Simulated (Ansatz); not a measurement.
Reaction (ligand exchange at the Al–N bond): `[AlH2][NH][SiH2]O[SiH3]` + `C=C=C=N` → `C=C=C=[N][AlH2]` + `N[SiH2]O[SiH3]`

Computed with Ansatz on PBE0-D4/def2-TZVP structures; ΔE is electronic, products minus reactants. CBS: MP2 limit from def2 TZ/QZ plus the TZ coupled-cluster correction, frozen cores. Functionals use def2-TZVPP. One conformer a species, not always the lowest.

`[AlH2][NH][SiH2]O[SiH3]`:

Cartesian coordinates in Å:
```
Al 2.274 -1.765 -0.428
N 1.360 -0.238 -0.581
Si 0.537 0.643 0.638
O -1.076 0.368 0.657
Si -2.538 0.744 0.037
H 2.935 -2.357 -1.739
H 2.371 -2.426 1.003
H 1.303 0.163 -1.509
H 1.067 0.196 1.946
H 0.737 2.102 0.432
H -2.533 2.131 -0.502
H -3.558 0.635 1.108
H -2.879 -0.195 -1.063
```

`C=C=C=N`:

Cartesian coordinates in Å:
```
C -1.254 -0.838 0.378
C -0.147 -0.182 0.136
C 0.902 0.481 -0.138
N 1.983 1.051 -0.296
H -1.315 -1.578 1.173
H -2.159 -0.671 -0.203
H 1.990 1.736 -1.051
```

`C=C=C=[N][AlH2]`:

```xyz
9

C    -0.935    0.373   -2.545
C    -0.502    0.193   -1.322
C    -0.058    0.020   -0.136
N     0.355   -0.144    0.986
Al    0.966   -0.384    2.622
H    -0.260    0.603   -3.370
H    -1.992    0.303   -2.800
H     1.065    0.893    3.541
H     1.361   -1.857    3.025
```

`N[SiH2]O[SiH3]`:

Z-matrix (Å, degrees):
```
Si
O 1 1.640
N 1 1.701 2 114.3
H 1 1.483 2 107.7 3 119.4
H 1 1.484 2 107.7 3 -119.4
Si 2 1.630 1 148.8 3 178.7
H 3 1.007 1 121.3 2 -75.2
H 3 1.007 1 121.3 2 75.3
H 6 1.484 2 108.5 1 -179.2
H 6 1.487 2 110.5 1 61.0
H 6 1.487 2 110.5 1 -59.4
```

```tsv
species	LDA (SPW92) energy (Eh)
`[AlH2][NH][SiH2]O[SiH3]`	-951.99673
`C=C=C=N`	-169.32301
`C=C=C=[N][AlH2]`	-411.32643
`N[SiH2]O[SiH3]`	-709.99945
```

Work out ΔE.

ΔE = (-411.32643) + (-709.99945) − (-951.99673) − (-169.32301) = -0.00614 Eh = -3.9 kcal/mol. CCSD(T)/CBS gives -1.5 kcal/mol.

Largest T1 diagnostic among the species: 0.016.

Leaving LDA and LC-ωPBE aside and taking each functional with its dispersion term where it has one, the values, not all of them listed here, spread over 1.9 kcal/mol, from B2PLYP to ωB97M-V. The D4 term adds +1.1 kcal/mol with B3LYP and +0.6 kcal/mol with PBE0; it sums over pairs of atoms, weighted by their polarisabilities, and B3LYP, whose exchange is more repulsive, gets the larger term.

B3LYP here is the variant with VWN-RPA as its local correlation; programs differ in this.
